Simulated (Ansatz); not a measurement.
Consider the cleavage of the Si–B bond: `BB(N)[SiH3]` + `NB(O)O` → `NB(O)O[SiH3]` + `BBN`.

Program: Ansatz. Geometries: PBE0-D4/def2-TZVP. ΔE: electronic, gas phase. CCSD(T)/CBS adds triple-zeta CCSD(T) − MP2 to the extrapolated MP2 energy (def2 sets, frozen cores). This one scheme is used for every species. Functionals use def2-TZVPP. Each species was taken in one conformer, which may not be the lowest.

```tsv
level	ΔE (kJ/mol)	difference from CCSD(T)/CBS
PBE-D4	-72.0	27.7
revPBE-D4	-72.3	27.4
PBE0-D4	-82.1	17.6
r2SCANh-D4	-93.0	6.7
r2SCAN0-D4	-95.8	3.9
BLYP	-93.4	6.3
r2SCAN	-91.2	8.5
PBE0	-82.8	16.9
r2SCANh	-93.2	6.5
HF/def2-SVP	-115.5	-15.8
CCSD(T)/CBS	-99.7	0
```

Largest T1 diagnostic among the species: 0.014.

From r2SCAN to r2SCAN0 (25 % exact exchange), in def2-TZVPP and without D4, ΔE moves by −4.8 kJ/mol. At CCSD(T), def2-SVP lies +11.9 kJ/mol from the extrapolated value and def2-TZVPP +0.7 kJ/mol.
